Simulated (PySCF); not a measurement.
# How methods differ on the ionisation energy of Ce³⁺

Ce³⁺ [Xe] 4f1 [4f5/2^1, M_J = 5/2] → Ce⁴⁺ [Xe], as a difference of total energies. All numbers are calculated (PySCF 2.14, the two-component X2C-1e Hamiltonian, in x2c-TZVPall-2c (11s11p10d4f1g, 131 functions)). Correlated levels: [Ar] 3d10 frozen; the 18 highest virtual spinors dropped. "Screened" scales the spin-orbit matrix elements by Boettger's factors to mimic the two-electron term; Breit and QED terms are absent.

```csv
method,ionisation energy (eV),difference from reference (eV)
GHF (spin-free),35.051,-1.855
GMP2 (spin-free),34.832,-2.074
GHF (screened spin-orbit),35.158,-1.748
GMP2 (screened spin-orbit),34.950,-1.956
```

Reference: 36.906 ± 0.009 eV (semi-empirical (NIST evaluation); NIST Atomic Spectra Database, ionization energies).

The spin-free rows lack the spin-orbit shift.
